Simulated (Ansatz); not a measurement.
Calculated with Ansatz (gas phase, PBE0-D4/def2-TZVP geometries, no zero-point term in ΔE). CCSD(T)/CBS is the MP2 limit (def2-TZVPP, def2-QZVPP) plus CCSD(T) − MP2 in def2-TZVPP, frozen cores. DFT in def2-TZVPP. For Br outer-core shells are correlated without core-valence functions, which leaves a few kJ/mol of doubt a bond. Scalar relativity is left out up to krypton. Each species was taken in one conformer, which may not be the lowest.

Reaction (isomerisation): `F[Si]1(Br)CC1` → `C=C[SiH](F)Br`

`F[Si]1(Br)CC1`:

```xyz
9

F     1.673   -1.487    0.683
Si    0.645   -0.279    0.725
Br    0.831    0.740    2.654
C    -0.920   -0.373   -0.172
C     0.192    0.594   -0.790
H    -1.153   -1.244   -0.777
H    -1.811    0.121    0.202
H    -0.051    1.652   -0.775
H     0.593    0.275   -1.748
```

`C=C[SiH](F)Br`:

Cartesian coordinates in Å:
```
C -1.035 -1.179 0.130
C -0.010 -0.469 0.596
Si 0.570 1.024 -0.305
F 0.474 2.317 0.620
Br 2.695 0.809 -0.875
H -1.394 -2.074 0.630
H -1.561 -0.897 -0.778
H 0.492 -0.790 1.505
H -0.231 1.260 -1.524
```

CCSD(T)/CBS gives -61.1 kJ/mol.

Problem. Another level gave -42.4 kJ/mol. Which?
A. SCS-MP2/def2-TZVPP
B. PBE-D4/def2-TZVPP
C. HF/def2-TZVPP
D. ωB97X-V/def2-TZVPP

Solution. B. PBE-D4 -42.4, SCS-MP2/def2-TZVPP -61.4, HF/def2-TZVPP -89.1, ωB97X-V -48.8 kJ/mol.

Largest T1 diagnostic among the species: 0.010.

In def2-TZVPP, CCSD(T) changes the Hartree–Fock value by +28.8 kJ/mol (the triples alone add +1.4 kJ/mol) and MP2 by +37.6 kJ/mol.
